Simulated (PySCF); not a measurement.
Correlation energy of In⁺ (indium, charge +1)

[Kr] 4d10 5s1 5p1, 5s spin antiparallel (an excited configuration). All numbers are calculated (PySCF 2.14, a scalar-relativistic core potential, in def2-TZVPPD with the def2 core potential (28 electrons) (7s5p4d2f, 56 functions)). Frozen: 4s2 4p6 4d10; 2 electrons correlated.

Total MP2 correlation energy: -19.91 mhartree.

Same-spin part 0.00 and opposite-spin part -19.91 mhartree; SCS-MP2 scales them by 1/3 and 6/5 to -23.89 mhartree.
